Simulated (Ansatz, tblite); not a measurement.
Spin states of Si₂Ge (the lowest singlet isomer of a short search), each relaxed with PBE0-D4/def2-TZVP in Ansatz. Electronic energies in the gas phase.

The xTB rows come from tblite. LC-ωPBE has ω = 0.4 bohr⁻¹. HSE06 is defined as in plane-wave codes, on full-range PBE exchange. Correlated methods freeze 19 core orbitals; core or outer-core shells of Ge are correlated, in sets that lack core-valence functions. In CCSD on the charge 0 quintet the largest single amplitude is 0.18, so its Hartree–Fock determinant may place the open shell otherwise than the density functionals do. The structure comes from a short search, and lower isomers may exist.

Singlet geometry (Cs within 0.1 Å):

```tsv
atom	x (Å)	y (Å)	z (Å)
Si1	0.841	0.353	0.644
Si2	-0.072	-1.522	0.034
Ge3	-0.769	1.169	-0.678
```

Triplet geometry (C2v within 0.1 Å):

Cartesian coordinates in Å:
```
Si 0.669 -0.575 -0.986
Si 0.563 1.061 0.556
Ge -1.232 -0.486 0.430
```

Quintet geometry (Cs within 0.1 Å):

Cartesian coordinates in Å:
```
Si -0.477 0.483 1.087
Si 0.344 0.967 -0.994
Ge 0.133 -1.450 -0.093
```

⟨S²⟩: triplet 2.01 at PBE0-D4/def2-TZVP (pure 2.00), quintet 6.08 at PBE0-D4/def2-TZVP (pure 6.00).

Run but left out: HF/def2-TZVP, HF/def2-TZVPP, B2PLYP/def2-TZVP (singlet: restricted singlet, unstable towards broken spin symmetry); MP2/def2-TZVP, MP2/def2-TZVPP (quintet: ⟨S²⟩ 6.46, where a pure state has 6.00).

Only these spin states were relaxed. The triplet has other bonds than the singlet, so the gap mixes isomer and spin. The quintet has other bonds than the singlet, so the gap mixes isomer and spin.

| level | triplet − singlet (kcal/mol) | quintet − singlet (kcal/mol) | lowest of these | remarks |
| --- | --- | --- | --- | --- |
| GFN1-xTB | 7.0 | 45.0 | singlet | – |
| GFN2-xTB | 14.3 | 51.5 | singlet | – |
| PBE-D4/def2-TZVP | 0.8 | 49.8 | singlet | – |
| BLYP-D4/def2-TZVP | 3.7 | 55.1 | singlet | – |
| r2SCAN-D4/def2-TZVP | -2.4 | 44.9 | triplet | – |
| PBE0-D4/def2-TZVP | -1.5 | 45.9 | triplet | – |
| HSE06-D4/def2-TZVP | -1.3 | 45.8 | triplet | – |
| LC-ωPBE/def2-TZVP | -4.4 | 40.0 | triplet | spin-contaminated (⟨S²⟩ 6.23) (quintet) |
| ωB97M-V/def2-TZVP | 1.6 | 53.3 | singlet | – |
| RPA@PBE/def2-TZVP | 3.0 | 52.6 | singlet | – |
| CCSD/def2-TZVPP | 0.5 | 47.3 | singlet | large T1 (0.024) (singlet), restricted SCF unstable (singlet), spin-contaminated (⟨S²⟩ 6.46) (quintet) |
| CCSD(T)/def2-TZVPP | 2.3 | 51.4 | singlet | large T1 (0.024) (singlet), restricted SCF unstable (singlet), spin-contaminated (⟨S²⟩ 6.46) (quintet) |

Change of the quintet − singlet gap on mixing in exact exchange, in kcal/mol: PBE to PBE0 (25 % exact exchange) -3.9.

The xTB methods have no spin-polarisation term.
